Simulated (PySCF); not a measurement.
# Input and output

[Lu(H2O)9]3+ (singlet in the valence; each metal's 4f electrons, 14 of them, lie in its core potential, out of spins and levels). PySCF 2.14.0, RKS PBE0, Lu lcecp-1-SVP with ECP60, O def2-SVP, H def2-SVP; non-relativistic Hamiltonian with scalar-relativistic core potentials where named; density fitting; no spin-orbit coupling. Purpose: all atoms moved at random, sigma 0.1 A. The relaxed geometry from which the atoms were moved is a saddle point.

```python
mol = gto.M(atom='''
Lu    -0.04420    -0.06538     0.05787
O      1.70031    -0.03627     1.75546
H      1.77520    -0.03864     2.82291
H      2.64943     0.05622     1.70723
O     -0.92749     1.44944     1.90339
H     -0.92287     1.37836     2.89332
H     -1.28731     2.39362     1.53353
O     -0.82855    -1.49271     1.84591
H     -1.00046    -1.44141     2.49057
H     -1.26784    -2.31464     1.33424
O      1.55971    -0.13577    -1.70733
H      2.87619     0.09949    -1.55558
H      1.65550    -0.13243    -2.68805
O     -0.78731     1.43547    -1.80373
H     -1.46331     2.40073    -1.66496
H     -0.69323     1.52428    -2.75591
O     -0.66935    -1.39036    -1.59930
H     -1.28936    -2.37718    -1.74456
H     -0.97806    -1.31971    -2.77854
O      1.28921     2.03262     0.07368
H      1.43925     2.64163     0.79184
H      1.51887     2.59372    -0.82954
O     -2.36910     0.14124    -0.00919
H     -3.05343    -0.01856     0.73331
H     -2.76223    -0.02194    -0.73194
O      1.03396    -2.18277    -0.03906
H      1.43862    -2.58018     0.77902
H      1.40786    -2.59887    -0.81458''',
    basis={'Lu': 'lcecp-1-SVP', 'O': 'def2-SVP', 'H': 'def2-SVP'},
    ecp={'Lu': 'lcecp-1-SVP'},
    charge=3, spin=0)
mf = dft.RKS(mol, xc='PBE0')
mf.grids.atom_grid = (50, 194)  # f atoms: unpruned, at least (60, 302)
mf = mf.density_fit()  # fitting sets: Lu AutoAux, O def2-universal-JKFIT, H def2-universal-JKFIT
mf.conv_tol = 1e-08; mf.max_cycle = 55
mf.kernel(dm0)  # dm0: converged density of the relaxed state
mf.nuc_grad_method().kernel()
```

Run from Python with OMP_NUM_THREADS=4; the lines above give its settings. Where DIIS fails, smearing, a level shift and second-order steps follow.
It took 39 s on 4 threads of Intel(R) Xeon(R) Platinum 8259CL CPU @ 2.50GHz (Skylake/Cascade Lake) (shared host), from an already converged density.

Task: Where do the frontier levels lie, over both spins?

Result: HOMO -19.71 eV, LUMO -12.07 eV. The 4f levels lie in the core potential and are missing.

Task: What are the Mulliken charges and spins?

Result: 
```tsv
atom	charge (e)	spin (e)
Lu1	0.709	0.000
O2	-0.298	0.000
H3	0.297	0.000
H4	0.239	0.000
O5	-0.371	0.000
H6	0.288	0.000
H7	0.324	0.000
O8	-0.105	0.000
H9	0.034	0.000
H10	0.327	0.000
O11	-0.399	0.000
H12	0.377	0.000
H13	0.268	0.000
O14	-0.360	0.000
H15	0.343	0.000
H16	0.247	0.000
O17	-0.429	0.000
H18	0.350	0.000
H19	0.359	0.000
O20	-0.328	0.000
H21	0.254	0.000
H22	0.315	0.000
O23	-0.210	0.000
H24	0.307	0.000
H25	0.189	0.000
O26	-0.285	0.000
H27	0.288	0.000
H28	0.269	0.000
```

Task: What forces act on the atoms (eV/Å)?

Result: 
```
Lu    1.08   1.39   0.81
O     0.30  -0.19   4.56
H    -1.37  -0.16  -3.20
H     1.04   0.18  -1.34
O    -0.78   2.40  -1.26
H    -0.26   0.79  -1.18
H     1.16  -3.30   2.20
O    11.54  -6.09 -50.50
H   -13.06   3.26  47.68
H     1.42   2.59   2.65
O     6.90   1.35  -0.34
H    -5.81  -1.00  -0.30
H    -0.62  -0.12   0.61
O    -3.48   4.79   1.03
H     3.01  -4.45  -0.35
H     0.37  -0.28  -0.54
O    -5.65  -5.38  -8.02
H     2.81   3.77   1.83
H     1.84   0.80   5.03
O     0.41   1.31  -4.23
H     0.22   0.52   0.64
H    -0.90  -2.07   3.54
O     3.25   1.38  10.78
H     1.56   0.55  -1.55
H    -5.12  -1.93  -9.26
O     0.14  -0.11   2.32
H    -0.33   0.30  -1.20
H     0.33  -0.30  -0.40
```
Forces carry noise of the integration grid, about 0.01 to 0.03 eV/Å.

Task: How does its energy compare with the relaxed singlet of charge +3 in vacuum?

Result: It lies 11.815 eV higher.

An lcecp potential fixes the number of 4f electrons, so in runs with it no electron can move into or out of that shell.
